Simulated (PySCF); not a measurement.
Method: PBE0/[As def2-TZVP, H def2-TZVP], no relativity, density fitting, PySCF.

Each entry is the lowest minimum that a search over a few typed start shapes (and spin states, where more than one is plausible) found, or that minimum re-optimised at the stated level; isomers with ligand–ligand bonds, or fragments after loss of a ligand pair, can lie lower. Open shells are unrestricted.

AsH₄ is a doublet of C2v symmetry with As–H 1.511 Å (×2), As–H 1.654 Å (×2); H–As–H 92.2° (×4), H–As–H 96.5°, H–As–H 173.2°. Its wavenumbers are 637, 724, 921, 937, 1010, 1127, 1654, 2268, 2281 cm⁻¹.

(1) What changes when one electron is removed, giving AsH₄⁺?

Results:

(1) It costs 5.83 eV between the minima (5.99 eV with zero-point energy). AsH₄⁺ is a singlet of Td symmetry with As–H 1.490 Å (×4); H–As–H 109.5° (×6); wavenumbers 868 (×3), 1023 (×2), 2356, 2398 (×3) cm⁻¹.
